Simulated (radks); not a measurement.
Problem. The table gives one normalised radial function P(r) = r R(r) of Ca19+ in 1s1 (r in bohr). All-electron calculation, non-relativistic Kohn-Sham, PBE, spin-polarised, spherical densities, point nucleus; open shells are filled with parallel spins first. Program: a radial shooting solver on a logarithmic mesh with Libxc functionals.

r          P
0.003946  0.6529
0.00424   0.6975
0.004593  0.7502
0.004936  0.8007
0.005348  0.8603
0.005747  0.9171
0.006225  0.9840
0.00669   1.0477
0.00719   1.1147
0.007788  1.1931
0.00837   1.2674
0.009067  1.3539
0.009744  1.4353
0.01056   1.5298
0.01134   1.6182
0.01229   1.7201
0.01321   1.8149
0.01431   1.9231
0.01537   2.0229
0.01665   2.1359
0.0179    2.2389
0.01923   2.3424
0.02083   2.4573
0.02239   2.5597
0.02426   2.6712
0.02607   2.7683
0.02824   2.8712
0.03035   2.9580
0.03287   3.0461
0.03533   3.1165
0.03827   3.1828
0.04113   3.2302
0.0442    3.2644
0.04788   3.2850
0.05145   3.2865
0.05574   3.2676
0.0599    3.2310
0.06489   3.1677
0.06973   3.0898
0.07554   2.9802
0.08118   2.8612
0.08794   2.7078
0.0945    2.5522
0.1024    2.3627
0.11      2.1798
0.1182    1.9884
0.1281    1.7699
0.1376    1.5720
0.1491    1.3552
0.1602    1.1668
0.1736    0.9690
0.1865    0.8047
0.2021    0.6399
0.2172    0.5094
0.2352    0.3851
0.2528    0.2918
0.2739    0.2080
0.2943    0.1488

Which n and l does it have? It may be an empty orbital.

Solution. n = 1, l = 0: the number of nodes gives n - l - 1 = 0, the rise at small r (about r^(l+1)) gives l, and the extent must fit the shell. The curve is that of 1s up; the table hardly tells the two spins apart. 1s up: eigenvalue -5314.7 eV, 0 radial nodes, <r> = 0.0751 bohr, 90 % of the charge inside 0.133 bohr.
